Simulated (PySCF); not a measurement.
Orbital picture of SrI

PBE0 at R = 3.007 Å; PySCF, scalar-relativistic core potentials, basis sets Sr def2-SVP with ECP28, I def2-SVP with ECP28. State: ²Σ⁺ (doublet), unpaired electrons σ ↑. Only the outer orbitals are listed, counted within each symmetry, core potentials removing the inner ones.

```tsv
spin	orbital	occ.	ε (eV)	on Sr (%)	main shells (%)
α	3π	1	-25.56	100	100 Sr p
α	3π	1	-25.56	100	100 Sr p
α	5σ	1	-25.47	99	99 Sr p
α	6σ	1	-17.61	3	97 I s
α	7σ	1	-7.37	17	82 I p, 9 Sr s
α	4π	1	-6.67	7	93 I p
α	4π	1	-6.67	7	93 I p
α	8σ	1	-4.30	96	80 Sr s, 12 Sr p
α	5π	0	-1.39	100	67 Sr p, 33 Sr d
α	5π	0	-1.39	100	67 Sr p, 33 Sr d
α	9σ	0	-1.24	99	57 Sr d, 41 Sr p
β	3π	1	-25.45	100	100 Sr p
β	3π	1	-25.45	100	100 Sr p
β	5σ	1	-25.35	99	99 Sr p
β	6σ	1	-17.57	3	97 I s
β	7σ	1	-7.27	16	84 I p
β	4π	1	-6.66	6	94 I p
β	4π	1	-6.66	6	94 I p
β	8σ	0	-2.31	98	87 Sr s
β	9σ	0	-0.60	98	54 Sr d, 44 Sr p
β	5π	0	-0.51	100	50 Sr p, 49 Sr d
```

**Question.** Which are the highest filled and the lowest empty level, where do they sit, and how wide is the gap?

**Answer.** Highest filled α 8σ at -4.30 eV (in %: 80 Sr s, 12 Sr p); lowest empty β 8σ at -2.31 eV (in %: 87 Sr s); the gap at PBE0 is 1.99 eV.

The bond order (Mayer) is 1.03. The ⟨S²⟩ is 0.750, the charge on Sr (Mulliken, basis-dependent) is 0.42 and the charge on Sr (Löwdin, basis-dependent) is 0.07. The dipole moment (positive dipole means Sr(−)I(+)) is -5.33 D. The polarisability along the bond is 187.7 bohr³ and the polarisability across the bond is 195.5 bohr³.

Spin–orbit coupling is left out. The state is the lowest determinant that a PBE0 search found; another state may lie lower at other levels.
